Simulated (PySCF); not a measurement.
Electronic structure of F (fluorine, neutral) at the M06-2X level

Configuration: [He] 2s2 2p5, 2P determinant. Calculation: PySCF 2.14, in Sapporo-DZP-2012 (4s3p1d, 18 functions); scalar relativity by spin-free X2C-1e.

```json
{
 "Total energy": "-99.7707 hartree",
 "One-electron energy": "-139.3747 hartree",
 "Hartree (Coulomb) energy": "49.9842 hartree",
 "Exchange-correlation energy": "-10.3802 hartree",
 "⟨S²⟩": "0.7511",
 "⟨L²⟩": "2.003",
 "Sum of ⟨r⟩": "7.724 bohr",
 "Sum of ⟨r²⟩": "9.948 bohr²",
 "Traceless quadrupole moment −½Σ⟨3z² − r²⟩ along its main axis": "0.620 e·bohr²",
 "Langevin diamagnetic susceptibility": "-7.88 ×10⁻⁶ cm³/mol",
 "Time after the integrals": "0.27 s of wall time on 1 thread of Neoverse-N1 (shared host)"
}
```

```json
{"shell": "1s α", "electrons": "1", "mean orbital energy (hartree)": "-25.34446", "spread (hartree)": "0", "rms radius, mean of both spins (bohr)": "0.204"}
{"shell": "1s β", "electrons": "1", "mean orbital energy (hartree)": "-25.32186", "spread (hartree)": "0", "rms radius, mean of both spins (bohr)": "0.204"}
{"shell": "2s α", "electrons": "1", "mean orbital energy (hartree)": "-1.35913", "spread (hartree)": "0", "rms radius, mean of both spins (bohr)": "1.10"}
{"shell": "2s β", "electrons": "1", "mean orbital energy (hartree)": "-1.25706", "spread (hartree)": "0", "rms radius, mean of both spins (bohr)": "1.10"}
{"shell": "2p α", "electrons": "3", "mean orbital energy (hartree)": "-0.58038", "spread (hartree)": "0.08006", "rms radius, mean of both spins (bohr)": "1.22"}
{"shell": "2p β", "electrons": "2", "mean orbital energy (hartree)": "-0.51672", "spread (hartree)": "0", "rms radius, mean of both spins (bohr)": "1.22"}
```
